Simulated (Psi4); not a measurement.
Two rigid molecules brought together: CF4 ··· F- (SMILES FC(F)(F)F and [F-]) (charge -1), singlet. Monomers: optimised at B3LYP-D3(BJ) (def2-TZVP), held rigid. Orientation: lowest of the rigid-body minima from ten starts at GFN2-xTB. Only R, the distance of the centres of mass, is varied, so the lowest point isn't the relaxed dimer.

Method: SAPT0/jun-cc-pVDZ, frozen core run with Psi4 1.11.

Components in kJ/mol:

```json
[
 {"R / Å": "1.92", "electrostatics": "-402.43", "exchange": "726.32", "induction": "-67.37", "dispersion": "-33.37", "total": "223.14"},
 {"R / Å": "2.12", "electrostatics": "-240.02", "exchange": "404.28", "induction": "-46.56", "dispersion": "-21.86", "total": "95.85"},
 {"R / Å": "2.35", "electrostatics": "-133.84", "exchange": "204.40", "induction": "-32.26", "dispersion": "-13.76", "total": "24.54"},
 {"R / Å": "2.54", "electrostatics": "-84.08", "exchange": "116.24", "induction": "-24.41", "dispersion": "-9.54", "total": "-1.79"},
 {"R / Å": "2.72", "electrostatics": "-55.37", "exchange": "68.24", "induction": "-19.07", "dispersion": "-6.79", "total": "-12.99"},
 {"R / Å": "2.96", "electrostatics": "-33.10", "exchange": "33.68", "induction": "-14.06", "dispersion": "-4.34", "total": "-17.81"},
 {"R / Å": "3.21", "electrostatics": "-20.46", "exchange": "16.20", "induction": "-10.47", "dispersion": "-2.74", "total": "-17.48"},
 {"R / Å": "3.54", "electrostatics": "-11.83", "exchange": "6.18", "induction": "-7.29", "dispersion": "-1.51", "total": "-14.45"},
 {"R / Å": "4.05", "electrostatics": "-6.02", "exchange": "1.43", "induction": "-4.38", "dispersion": "-0.62", "total": "-9.58"},
 {"R / Å": "4.74", "electrostatics": "-3.00", "exchange": "0.22", "induction": "-2.39", "dispersion": "-0.21", "total": "-5.38"},
 {"R / Å": "5.74", "electrostatics": "-1.36", "exchange": "0.01", "induction": "-1.14", "dispersion": "-0.05", "total": "-2.54"},
 {"R / Å": "7.07", "electrostatics": "-0.59", "exchange": "0.00", "induction": "-0.51", "dispersion": "-0.01", "total": "-1.11"}
]
```
